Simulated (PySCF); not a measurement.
# Krypton: highly charged ions in a basis for the neutral atom

Kr⁸⁺ [Ar] 3d10, Kr⁹⁺ [Ar] 3d9. Computed with PySCF 2.14 in x2c-TZVPall, with scalar relativity by spin-free X2C-1e. No spin-orbit coupling, so a gap to NIST mixes the basis error with missing relativistic terms.

Changed run: basis of the neutral atom used for a highly charged ion. This setting is unsound on purpose.

```tsv
species	method	sound run (hartree)	changed run (hartree)	converged
Kr⁸⁺	UHF	not run	-2770.05093	yes
Kr⁸⁺	TPSS	not run	-2771.43787	yes
Kr⁸⁺	M06-L	not run	-2771.55393	yes
Kr⁹⁺	UHF	not run	-2761.51469	yes
Kr⁹⁺	TPSS	not run	-2762.86115	yes
Kr⁹⁺	M06-L	not run	-2762.95845	yes
```

Ionisation energy of Kr⁸⁺:

```csv
method,changed run (eV),NIST (eV)
UHF,232.28,233 ± 0.7
TPSS,233.38,233 ± 0.7
M06-L,233.89,233 ± 0.7
```

The contracted functions were made for the neutral atom and can be too rigid for a highly charged ion.
